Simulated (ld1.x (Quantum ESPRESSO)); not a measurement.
# cobalt (Co), TM: configuration errors across variants

```json
{
 "Element": "Co",
 "Generator": "ld1.x (Quantum ESPRESSO) 7.5",
 "Type": "norm-conserving Troullier–Martins (Kleinman–Bylander form)",
 "Functional": "LDA (PZ)",
 "Relativity": "scalar-relativistic",
 "Frozen core": "[Ne]",
 "Valence charge": "17",
 "Reference configuration": "3s2 3p6 3d7 4s1.75 4p0.25",
 "Partial waves": "3p (bound): rc 1.15 bohr; 3d (bound): rc 1.40 bohr; 3s (bound): rc 0.85 bohr",
 "Local potential": "the s channel",
 "Core correction": "none"
}
```

Occupied shells without a wave of their own: 4p, 4s. They enter only through the test configuration that unscreens the potential.

All-electron excitation energies from the reference (eV): (1) 3s2 3p6 3d7 4s2 4p0 -1.080; (2) 3s2 3p6 3d7 4s1 4p0 8.216; (3) 3s2 3p6 3d7 4s0 4p0 25.301; (4) 3s2 3p6 3d6 4s2 4p1 8.692; (5) 3s2 3p6 3d8 4s1 4p0 -2.318; (6) 3s2 3p6 3d7 4s0 4p2 8.065; (7) 3s2 3p6 3d7 4s1.75 4p0.25 spin -2.110.

Spin tests fill each open shell by Hund’s rule, majority spin first.

For the base: The 4p, 4s levels have no wave, so the channel is fitted at the deeper level alone: the likely source of the large errors.

On the changes marked as counting shells twice: ld1.x takes every shell without a wave as core, so the model core holds the marked electrons as well and exchange and correlation see them twice. This cancels in the reference configuration, but the file is broken for other ones, and its errors say nothing about a proper core correction.

4 further variants failed, have other tests or another functional or relativity, and are left out.

The file “all radii scaled by about 1.32 (s 1.12, p 1.52, d 1.86 bohr)” misses its own reference levels by 0.5 eV.

Errors AE − PS in meV (a dash: test not solved or not reliable):

| change | (1) | (2) | (3) | (4) | (5) | (6) | (7) | bound ghosts |
| --- | --- | --- | --- | --- | --- | --- | --- | --- |
| base | +18 | -89 | -255 | +75 | -43 | -140 | +186 | none |
| wave 3p (bound): rc 1.15 bohr becomes 3p (bound): rc 0.72 bohr | +19 | -87 | -251 | +68 | -43 | -151 | +182 | none |
| wave 3d (bound): rc 1.40 bohr becomes 3d (bound): rc 1.94 bohr | +18 | -88 | -247 | +159 | -15 | -138 | +103 | none |
| all radii scaled by about 1.32 (s 1.12, p 1.52, d 1.86 bohr) | +111 | -488 | -1424 | +351 | -234 | -895 | +113 | none |
| local potential the d channel | -24 | +227 | +587 | -172 | +126 | +133 | +177 | none |
| core correction full core density, not smoothed (it rises at the typed radius of 1.00 bohr, so ld1.x skipped the fit) (4p, 4s counted twice) | +15 | -232 | -940 | +48 | -61 | -200 | +58 | none |
| all radii scaled by about 0.85 (s 0.72, p 0.98, d 1.18 bohr) | +9.8 | -48 | -138 | +37 | -24 | -77 | +223 | none |

Problem. Give the same row for: wave 3s (bound): rc 0.85 bohr becomes 3s (bound): rc 1.20 bohr.

Solution. +159, -752, -2172, +463, -395, -1266, +206; bound ghosts: none.
